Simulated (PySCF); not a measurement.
# C8H9O: g tensor and hyperfine couplings

C8H9O (doublet state).
Cartesian coordinates in Å at the GFN2-xTB level; atoms count from 1:
```
atom  x, y, z in Å
C1     1.1961   -1.0970    1.3551
C2     1.0474   -0.0925    0.4657
C3     2.0935    0.8153    0.0986
C4     1.6144    1.7163   -0.8315
C5     0.2801    1.4430   -1.0985
C6    -0.1367    0.3191   -0.3174
C7    -1.3874   -0.2265   -0.3278
C8    -1.8574   -1.3936    0.4737
O9    -2.3734    0.2721   -1.1115
H10    0.4172   -1.7788    1.6317
H11    2.1509   -1.2440    1.8317
H12    3.0890    0.7827    0.5002
H13    2.1821    2.5105   -1.2845
H14   -0.3289    2.0043   -1.7874
H15   -1.2814   -2.2854    0.2326
H16   -1.7617   -1.1933    1.5395
H17   -2.9037   -1.5723    0.2382
H18   -2.0489    1.0263   -1.6201
```

The hyperfine couplings belong to this conformer and change with its torsions.

The species is `C=C1C=CC=C1[C](C)O` [radical].

Method: PySCF, UKS B3LYP, pcH-1 on C H O, non-relativistic, mean-field spin-orbit, GIAO. Geometry: GFN2-xTB, one conformer, isolated molecule. A GFN2-xTB geometry isn't a minimum of the functional, and hyperfine couplings can be far from their values at a DFT geometry. The SCF solution wasn't tested for stability. ⟨S²⟩ is 0.784 where a pure state has 0.75.

```json
{
  "g1, g2, g3": "2.00216, 2.00284, 2.00308",
  "g_iso": "2.00269",
  "Form of g": "rhombic: the two nearest values differ by 26 % of g3 − g1",
  "⟨S²⟩": "0.7844 (exact 0.7500)",
  "HOMO–LUMO gap, α and β orbitals": "3.32, 4.08 eV"
}
```

Isotropic coupling and dipolar principal values T1 to T3, in MHz:

| atom | isotope | a_iso | T1 | T2 | T3 | Mulliken spin population |
| --- | --- | --- | --- | --- | --- | --- |
| C1 | 13C | 30.8 | -29.6 | -28.7 | 58.3 | 0.40 |
| C2 | 13C | -28.1 | -18.0 | 7.5 | 10.5 | -0.16 |
| C3 | 13C | 38.9 | -34.5 | -33.9 | 68.4 | 0.44 |
| C4 | 13C | -34.1 | -24.1 | 11.1 | 12.9 | -0.20 |
| C5 | 13C | 39.4 | -35.9 | -35.1 | 71.0 | 0.46 |
| C6 | 13C | -19.7 | -11.1 | 4.6 | 6.5 | -0.10 |
| C7 | 13C | 20.7 | -19.1 | -18.4 | 37.5 | 0.20 |
| C8 | 13C | -8.1 | -0.3 | -0.1 | 0.4 | -0.02 |
| O9 | 17O | -4.1 | -14.0 | 6.8 | 7.2 | 0.03 |
| H10 | 1H | -24.7 | -13.8 | -0.2 | 14.0 | -0.02 |
| H11 | 1H | -23.0 | -12.3 | -1.3 | 13.6 | -0.02 |
| H12 | 1H | -28.2 | -15.7 | -0.9 | 16.6 | -0.02 |
| H13 | 1H | 9.6 | -3.3 | -1.6 | 4.9 | 0.01 |
| H14 | 1H | -28.9 | -16.9 | -0.1 | 17.0 | -0.02 |
| H15 | 1H | 19.9 | -2.1 | 0.1 | 2.0 | 0.01 |
| H16 | 1H | 19.7 | -2.1 | 0.1 | 2.0 | 0.01 |
| H17 | 1H | 0.4 | -1.4 | -1.1 | 2.5 | 0.00 |
| H18 | 1H | -2.5 | -3.1 | -0.1 | 3.1 | 0.00 |

The Mulliken spin populations are largest on C5 (+0.46), C3 (+0.44), C1 (+0.40) and C4 (-0.20). Four atoms exceed +0.15. The positive populations add up to 1.55 and the negative ones to -0.55, together 2S = 1.

The SMILES `C=C1C=CC=C1[C](C)O` draws the unpaired electron on C7, whose computed spin population is only +0.20.

Axes: g2 points within 1° of the C5–H14 bond and g3 points within 5° of the C2–C3 bond.

Under fast tumbling the dipolar parts average out, and these isotropic splittings remain (the largest six): 1 × 1H (H14, I = 1/2, 2 lines) with 1.03 mT, 1 × 1H (H12, I = 1/2, 2 lines) with 1.00 mT, 1 × 1H (H10, I = 1/2, 2 lines) with 0.88 mT, 1 × 1H (H11, I = 1/2, 2 lines) with 0.82 mT, 3 × 1H (H15/H16/H17, I = 1/2, 4 lines) with 0.48 mT and 1 × 1H (H13, I = 1/2, 2 lines) with 0.34 mT.

Nuclei that the bonding pattern makes equivalent are averaged, as if the motion that swaps them (rotation, inversion, ring flip) were fast. The three 1H nuclei of mean +13.3 MHz run from 0.4 to 19.9 MHz in the frozen geometry.

The 13C coupling of C5 (39.4 MHz) shows only in satellite lines or after enrichment, since that isotope makes up about 1.07 % of natural carbon.

Examples of negative spin density at the nucleus (bohr⁻³): C4 (-0.0304), C2 (-0.0250) and C6 (-0.0175).

Hardware: an INTEL XEON PLATINUM 8581C at 2.30 GHz with one thread, shared host. Cost: 74 s (with the writing of density and orbital grids), 1.2 GiB resident at most.
